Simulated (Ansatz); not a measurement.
Single points on (BeS)6 ring (Be₆S₆).

```yaml
crystal:
  periodic: [false, false, false]
  atoms:
    - {symbol: Be, position_ang: [0.578883, 2.477360, 1.019057]}
    - {symbol: S, position_ang: [0.639368, 3.177813, -0.744554]}
    - {symbol: Be, position_ang: [-0.934875, 2.248647, -1.257862]}
    - {symbol: S, position_ang: [-2.500502, 1.300736, -1.762708]}
    - {symbol: Be, position_ang: [-1.506277, -0.232715, -2.276351]}
    - {symbol: S, position_ang: [-0.503080, -1.769053, -2.763099]}
    - {symbol: Be, position_ang: [-0.590660, -2.476418, -1.003890]}
    - {symbol: S, position_ang: [-0.664638, -3.154610, 0.767265]}
    - {symbol: Be, position_ang: [0.927515, -2.245166, 1.257482]}
    - {symbol: S, position_ang: [2.508568, -1.307129, 1.729599]}
    - {symbol: Be, position_ang: [1.525714, 0.226975, 2.261969]}
    - {symbol: S, position_ang: [0.519994, 1.753549, 2.773090]}
basis:
  gaussian: {orbitals: def2-TZVP, initial_orbitals: start.molden}
hamiltonian: {xc: {name: B97M-V}}
scf: {omitted_lower_state_checks: [starts]}
output: {orbitals: {seedname: orbitals}}
```

The file start.molden holds the orbitals of an earlier run on this structure, at another level or in another basis.

```sh
$ ansatz run in.yaml --threads 4 --pin off --events-out ev --progress --plain --max-ram 4787MiB
```

It prints (some lines left out):

```
Functional definition: B97M-V
  name "B97M-V"
  cite "Mardirossian & Head-Gordon, J. Chem. Phys. 142, 074111 (2015) doi:10.1063/1.4907719"
  cite "Becke, J. Chem. Phys. 107, 8554 (1997) doi:10.1063/1.475007"
  cite "Vydrov & Van Voorhis, J. Chem. Phys. 133, 244103 (2010) doi:10.1063/1.3521275"
  # Of w^i u^j: cxij and so on, Table III.
  parameter cx00 = 1.000
  parameter cx01 = 1.308
  parameter cx02 = 1.901
  parameter cx10 = 0.416
  parameter cx11 = 3.070
  parameter css00 = 1.000
  parameter css02 = -1.855
  parameter css10 = -5.668
  parameter css32 = -20.497
  parameter css42 = -20.364
  parameter cos00 = 1.000
  parameter cos01 = 1.573
  parameter cos03 = -6.298
  parameter cos10 = 2.535
  parameter cos32 = -6.427
  parameter b = 6.0
  parameter c = 0.01
  gx(w, u) = cx00 + cx01*u + cx02*u^2 + (cx10 + cx11*u)*w
  gss(w, u) = css00 + css02*u^2 + css10*w + (css32*w^3 + css42*w^4)*u^2
  gos(w, u) = cos00 + cos01*u + cos03*u^3 + cos10*w + cos32*w^3*u^2
  exchange = spin_sum(e_x_unif_s*gx(b97_w, b97_u_x))
  correlation = spin_sum(e_c_pw_mod_same_spin*gss(b97_w, b97_u_same))
      + integral(e_c_pw_mod_opposite_spin*gos(b97_w_opposite, b97_u_opposite)) + vv10(b, c)
these checks for a lower state are left out or cut short: starts
2412 factors; their error is unknown
mean field evaluation 1: about -67424.6843 eV, gradient 3.0e1 eV
mean field evaluation 2: about -67425.0505 eV, gradient 4.0e-1 eV
mean field evaluation 4: about -67425.0303 eV, gradient 1.1e-1 eV
mean field evaluation 8: about -67425.0303 eV, gradient 1.2e-5 eV
mean field -67425.03029084 eV, -2477.8241608614 hartree, gradient 1.2e-5 eV, S^2 0.000000; 0 other end points of the search recorded, 0 dependent functions left out
reference -67425.03040146 eV, -2477.8241649266 hartree; 60, 60 occupied and 276, 276 virtual orbitals, 2412 factors
Total energy: -67425.03040146 eV, -2477.8241649266 hartree
Checks for a lower state left out: starts
```

Run time 30 s (4 threads of Arm Neoverse V2 on a shared host), peak host memory 0.97 GiB.

Geometry: B3LYP-D4/def2-SVP.
